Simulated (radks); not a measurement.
Results of a calculation; reference values are marked as such.
Coulomb parameter of the 4f shell of neutral ytterbium in the model configuration [Xe] 4f13 5d1 6s2, as a second difference U = [E(n + 0.25) + E(n - 0.25) - 2 E(n)] / (0.25)^2 with all orbitals relaxed. "Bare": the charge of the atom changes with n. "Screened": the 5d shell takes up the change at fixed total charge, which measures U(4f,4f) + U(5d,5d) - 2 U(4f,5d). Level of theory: scalar-relativistic Kohn-Sham, PBE, spin-unpolarised, spherical densities, finite nucleus; Fermi nuclear charge, rms radius 5.3108 fm (a radial shooting solver on a logarithmic mesh with Libxc functionals).

\begin{tabular}{lrr}
case & configuration & E - E(n) (eV) \\ \hline
start & [Xe] 4f13 5d1 6s2 & 0.000 \\
bare +0.25 & [Xe] 4f13.25 5d1 6s2 & -1.997 \\
bare -0.25 & [Xe] 4f12.75 5d1 6s2 & 2.867 \\
screened +0.25 & [Xe] 4f13.25 5d0.75 6s2 & -1.773 \\
screened -0.25 & [Xe] 4f12.75 5d1.25 6s2 & 2.130 \\
\end{tabular}

U(bare) = 13.920 eV, U(screened by 5d) = 5.720 eV, against the Slater integral F0(4f,4f) = 34.535 eV with frozen orbitals. The step up makes a negative ion, whose loosely bound charge lowers the bare value.
